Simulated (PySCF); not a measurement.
**Static response to an electric field**

Species: BH6PSSi.
Structure used (PBE0-D3(BJ)/def2-SVP), in Å, numbered top down from 1:
```
atom  x, y, z in Å
Si1   -1.708    0.582    0.316
S2    -0.701   -0.166   -1.450
B3     1.008   -0.336   -0.944
P4     1.807    0.191    0.694
H5    -0.985    1.773    0.848
H6    -1.780   -0.472    1.369
H7    -3.080    0.958   -0.123
H8     1.742   -0.713   -1.826
H9     0.848   -0.263    1.645
H10    2.720   -0.890    0.830
```

Level: PBE0/def2-SVPD (PySCF), static field, nuclei fixed, core orbitals frozen in the response. The polarisability tensor in these axes (au):

```
x   111.09  -5.83   5.40
y    -5.83  73.79   5.94
z     5.40   5.94  91.86
```

Task: What are the eigenvalues, a third of the trace, and Δα (Δα² = ½Σ(αi − αj)² over the three pairs)?

Result: Principal values 70.73, 93.04 and 112.97 au; mean 92.25 au = 13.67 Å³ = 15.21 × 10⁻⁴⁰ C²·m²/J; Δα = 36.59 au (40 % of the mean).

Task: What is the dipole moment, and where does it point?

Result: (-0.50, -0.21, 1.12) D, 1.24 D in size, pointing from the negative to the positive side. Measured along this direction, the outermost atoms are H8 at the negative end and H6 at the positive end.

Task: In a dilute gas of rigid molecules at 273 K, how does the orientational term μ²/3kT compare with the electronic polarisability?

Result: In Gaussian units μ²/3kT = 13.58 Å³ against 13.67 Å³, a ratio of 0.99; the Debye molar polarisation (4π/3)N_A(α + μ²/3kT) is 68.7 cm³/mol, leaving out the vibrational part.

Task: Form Σ f/ω² (atomic units) for the 10 lowest TDDFT singlets, given as eV and f, and set it beside the mean polarisability, which is this sum over all singlets: 4.83, 0.0847; 5.59, 0.1004; 5.96, 0.0181; 6.26, 0.0254; 6.44, 0.0222; 6.51, 0.0143; 6.56, 0.0359; 6.69, 0.0159; 6.87, 0.0056; 7.29, 0.0121.

Result: They add up to 7.72 au, 8.4 % of the 92.25 au; the largest single term is 2.69 au, from the state at 4.83 eV. Terms in order: 2.69, 2.38, 0.38, 0.48, 0.40, 0.25, 0.62, 0.26, 0.09, 0.17 au. Higher excitations give the rest. The strengths listed sum to 0.335.

Task: What depolarisation ratio follows for Rayleigh scattering of linearly polarised light, taking the static tensor?

Result: ρ = 3Δα²/(45ᾱ² + 4Δα²) = 4017.4/(382926 + 5356.6) = 0.0103.

Task: What are the principal values of the traceless quadrupole moment, Θ = ½Σq(3rr − r²1), about the centre of nuclear charge?

Result: -5.08, -0.01, 5.09 D·Å. The values depend on the origin, since the dipole doesn't vanish. The electronic extent ⟨r²⟩ about the same centre is 798 bohr², a root-mean-square distance of 2.00 Å for the 56 electrons.

One conformer (not necessarily the lowest) at the PBE0-D3(BJ)/def2-SVP geometry, without solvent, vibrations or thermal averaging.

These values come from a run that also computed excited states and ΔSCF ions. The run took 39 s of wall time on one thread of an x86-64 server (shared host).
